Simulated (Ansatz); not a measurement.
Basis sets compared for the cluster K3S2. The state is a doublet with charge 0. Geometry r2SCAN-D4/def2-SVP. Ansatz on 4 threads of Arm Neoverse V1 on a shared host; times are rough, and most runs start from earlier orbitals.

```
atom    x (Å)    y (Å)    z (Å)
  K1  -0.0395   2.3783  -0.2667
  K2  -1.5892  -1.0715   1.4331
  K3   1.6295  -1.3084  -1.1662
  S4  -1.0958  -0.1677  -1.3410
  S5   1.0950   0.1692   1.3407
```

The structure comes from a short search, and lower isomers may exist.

Binding counts from free atoms (K doublet, S triplet) in the same basis, without a counterpoise term.

```json
{"level": "PBE-D4/def2-SVP", "functions": "108", "energy (Eh)": "-2594.8212", "HOMO (eV)": "-2.85", "LUMO (eV)": "-1.97", "binding per atom (eV)": "2.08", "wall time": "3.5 s"}
{"level": "PBE0-D4/def2-SVP", "functions": "108", "energy (Eh)": "-2595.0298", "HOMO (eV)": "-3.85", "LUMO (eV)": "-1.06", "binding per atom (eV)": "2.01", "wall time": "4.3 s"}
```

(1) Estimate the rows for PBE-D4/def2-TZVP (with forces), PBE0-D4/def2-TZVP.

Results:

(1) 
| level | functions | energy (Eh) | HOMO (eV) | LUMO (eV) | binding per atom (eV) | wall time |
| --- | --- | --- | --- | --- | --- | --- |
| PBE-D4/def2-TZVP (with forces) | 173 | -2595.3278 | -3.04 | -2.16 | 2.06 | 6 s |
| PBE0-D4/def2-TZVP | 173 | -2595.5290 | -4.06 | -1.28 | 1.99 | 8 s |
